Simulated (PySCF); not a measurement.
Computed with TPSSh-D3(BJ)/def2-TZVP // PBE-D3(BJ)/def2-SVP (PySCF). Gas-phase values, no solvent. One relaxed conformer stands for a flexible species; it need not be the lowest. 

Reference species: [Y(Cl)2(NH2)] (neutral, multiplicity 1).

```json
{
  "charge on the central atom (Mulliken)": "1.34 e",
  "LUMO": "-2.49 eV",
  "HOMO–LUMO gap": "4.40 eV",
  "coordination_number": "3"
}
```

Changed species: [Y(Cl)3] (0 of 3 Cl replaced by NH2; the reference has 1 of 3 Cl replaced by NH2).

### Question
Give the shifts of the charge on the central atom (Mulliken), LUMO, HOMO–LUMO gap and coordination number.

### Answer
the charge on the central atom (Mulliken) decreases by 0.04 e, to 1.30 e; the LUMO decreases by 0.68 eV, to -3.17 eV; the HOMO–LUMO gap rises by 0.82 eV, to 5.22 eV; the coordination number stays essentially unchanged.
